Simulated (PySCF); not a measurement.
TaOCl2, SMILES [O]=[Ta+]([Cl])[Cl], charge +1, multiplicity 1.

Geometry: PBE0-D3(BJ)/def2-SVP. The spin state was assumed, not searched. The isomer is the one that the SMILES or the coordinates give; other isomers of the formula were not compared. The def2 effective core potentials stand for the cores of Ta; spin–orbit coupling is left out.

Level of theory: TDDFT-PBE/def2-SVPD (PySCF).

Vertical excitations. Gas-phase values at a fixed geometry. State labels are in the subgroup Cs.

| state | symmetry | energy (eV) | λ (nm) | f | main pairs |
|---|---|---|---|---|---|
| S1 | A" | 3.05 | 406 | 0.000 | HOMO→LUMO 99 % |
| S2 | A' | 3.28 | 378 | 0.002 | HOMO−1→LUMO 99 % |
| S3 | A" | 3.68 | 337 | 0.021 | HOMO−2→LUMO 93 % |
| S4 | A' | 4.14 | 300 | 0.002 | HOMO→LUMO+1 97 % |
| S5 | A" | 4.37 | 284 | 0.006 | HOMO−1→LUMO+1 92 % |
| S6 | A' | 4.48 | 277 | 0.000 | HOMO−3→LUMO 70 %, HOMO−2→LUMO+1 24 % |
| S7 | A' | 4.65 | 266 | 0.006 | HOMO−4→LUMO 52 %, HOMO−2→LUMO+1 42 % |
| S8 | A" | 4.78 | 259 | 0.005 | HOMO→LUMO+2 79 %, HOMO−5→LUMO 14 % |
| S9 | A' | 4.86 | 255 | 0.010 | HOMO−4→LUMO 41 %, HOMO−2→LUMO+1 29 %, HOMO−3→LUMO 16 % |
| S10 | A" | 4.87 | 255 | 0.013 | HOMO−5→LUMO 82 % |
| T1 | A" | 2.96 | 419 | 0 | HOMO→LUMO 100 % |
| T2 | A' | 3.15 | 394 | 0 | HOMO−1→LUMO 100 % |
| T3 | A" | 3.34 | 372 | 0 | HOMO−2→LUMO 99 % |
| T4 | A' | 3.92 | 317 | 0 | HOMO→LUMO+1 75 %, HOMO−3→LUMO 23 % |
Triplets are in the Tamm–Dancoff approximation, which puts them higher than full response would, so one can lie above its singlet here.
